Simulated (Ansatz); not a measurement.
Geometry optimisation, Ansatz 0.2.0, RKS PBE0-D4/def2-SVP.

Input file:

```yaml
crystal:
  periodic: [false, false, false]
  atoms:
    - { symbol: Al, position_ang: [-0.3347, -0.3375, -0.2391] }
    - { symbol: "N", position_ang: [1.5134, 0.9036, -0.0092] }
    - { symbol: "N", position_ang: [-0.0642, -1.9971, 0.3415] }
    - { symbol: "N", position_ang: [-1.3367, 0.2601, -1.5725] }
    - { symbol: H, position_ang: [0.5318, 1.1606, 0.8671] }
    - { symbol: O, position_ang: [-0.6191, 1.0522, 1.4174] }
    - { symbol: H, position_ang: [2.3613, 0.6319, 0.4658] }
    - { symbol: H, position_ang: [1.692, 1.7183, -0.5769] }
    - { symbol: H, position_ang: [0.4597, -2.2818, 1.1545] }
    - { symbol: H, position_ang: [-0.325, -2.8226, -0.1783] }
    - { symbol: H, position_ang: [-1.6026, -0.1869, -2.4358] }
    - { symbol: H, position_ang: [-1.748, 1.1818, -1.5393] }
    - { symbol: H, position_ang: [-0.5278, 0.7173, 2.3049] }
basis:
  gaussian: { orbitals: def2-SVP }
hamiltonian:
  xc: pbe0
  dispersion: d4
relax:
  f_tol: 0.15
  max_steps: 25
  restrain:
    - { distance: [0, 5], at: 3.17, k: 30.0 }
    - { distance: [4, 1], at: 2.32, k: 30.0 }
    - { distance: [0, 1], at: 1.92, k: 30.0 }
    - { distance: [4, 5], at: 0.97, k: 30.0 }
```

Run as:

```bash
$ ansatz run input.yaml --threads 2 --pin off --max-ram 3072MiB --backend cpu --events-out ev --progress --plain --runs-dir out
```

Task: Where does it end, and by what steps?

Result: It converged. The restraints hold the end off the free minimum. After 10 steps the energy has fallen by 0.326 eV (the restraints' own energy left out); H5 moved furthest, 0.90 Å. Parted: Al1–O6. Joined: H5–O6.

```json
{"step": "0", "energy less start (eV)": "0.0000", "largest force component (eV/Å)": "3.042", "accepted": "yes"}
{"step": "1", "energy less start (eV)": "0.4468", "largest force component (eV/Å)": "3.170", "accepted": "yes"}
{"step": "2", "energy less start (eV)": "0.3474", "largest force component (eV/Å)": "2.551", "accepted": "yes"}
{"step": "3", "energy less start (eV)": "0.2772", "largest force component (eV/Å)": "1.825", "accepted": "yes"}
{"step": "4", "energy less start (eV)": "-0.0262", "largest force component (eV/Å)": "1.225", "accepted": "yes"}
{"step": "5", "energy less start (eV)": "-0.1127", "largest force component (eV/Å)": "1.271", "accepted": "yes"}
{"step": "6", "energy less start (eV)": "-0.2844", "largest force component (eV/Å)": "1.167", "accepted": "yes"}
{"step": "7", "energy less start (eV)": "-0.3145", "largest force component (eV/Å)": "1.286", "accepted": "yes"}
{"step": "8", "energy less start (eV)": "-0.2833", "largest force component (eV/Å)": "1.234", "accepted": "no"}
{"step": "9", "energy less start (eV)": "-0.3208", "largest force component (eV/Å)": "1.224", "accepted": "yes"}
{"step": "10", "energy less start (eV)": "-0.3262", "largest force component (eV/Å)": "1.176", "accepted": "yes"}
```

```xyz
13
Properties=species:S:1:pos:R:3
Al 0.071 -0.368 -0.562
N 1.494 0.769 -0.114
N 0.096 -2.005 0.118
N -1.162 0.197 -1.703
H 0.013 1.588 1.461
O -0.856 1.433 1.866
H 2.294 0.431 0.413
H 1.794 1.506 -0.742
H 0.913 -2.477 0.485
H -0.711 -2.614 0.193
H -1.830 -0.404 -2.172
H -1.450 1.164 -1.788
H -0.664 0.779 2.547
```

Whether the end is a true minimum wasn't checked by a vibrational analysis.

Run time: 39 s on 2 threads of Arm Neoverse V1, with other jobs on the host, peak memory 0.26 GiB.
